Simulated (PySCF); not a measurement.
## Levels of N²⁺ from EOM-EA-GCCSD

Reference: closed-shell N³⁺, [He] 2s2; one electron is added. Calculated with PySCF 2.14, two-component X2C-1e with screened spin-orbit coupling, an even-tempered Gaussian basis (19 s from 0.031 bohr⁻², ratio 2.6; 12 p from 0.04 bohr⁻², ratio 2.6; 8 d from 0.041 bohr⁻², ratio 2.8; 5 f from 1.7 bohr⁻², ratio 2.8); frozen nothing; the 30 highest virtual spinors dropped; of the others 56 kept and the rest restored at second order. No Breit or QED terms. Binding energies in eV.

```json
{"level": "2p1/2", "Koopmans": "46.626", "second order": "47.750", "EOM-CCSD": "47.483"}
{"level": "2p3/2", "Koopmans": "46.601", "second order": "47.724", "EOM-CCSD": "47.459"}
{"level": "3s1/2", "Koopmans": "19.653", "second order": "20.524", "EOM-CCSD": "20.067"}
{"level": "3d3/2", "Koopmans": "14.069", "second order": "13.542", "EOM-CCSD": "14.143"}
{"level": "3d5/2", "Koopmans": "14.068", "second order": "13.541", "EOM-CCSD": "14.142"}
```

Electric-dipole lines between these computed levels:

```
lower  upper  ΔE (eV)  vacuum wavelength (nm)
2p1/2  3s1/2   27.417                   45.22
2p1/2  3d3/2   33.341                   37.19
2p3/2  3s1/2   27.393                   45.26
2p3/2  3d3/2   33.317                   37.21
2p3/2  3d5/2   33.318                   37.21
```

In EOM-CCSD the overlap with the one-orbital guess is low for 3d5/2 (weight 0.75). That can mean mixing with two-particle, one-hole states, where second order and EOM-CCSD lose accuracy, or only a rotation among the degenerate components of the shell; the terms of those configurations are not listed.

Quantum defects δ = n − Z_c √(13.6057 eV / E) with Z_c = 3: 2p1/2 0.394, 2p3/2 0.394, 3s1/2 0.530, 3d3/2 0.058, 3d5/2 0.057.

For comparison, the ionisation energy of N²⁺ is 47.445 eV (semi-empirical (NIST evaluation); NIST Atomic Spectra Database, ionization energies).

Only part of the computed levels is shown.

The screened spin-orbit operator tends to give fine-structure splittings of light species too large.

The highest levels are limited by the diffuse functions of the basis.
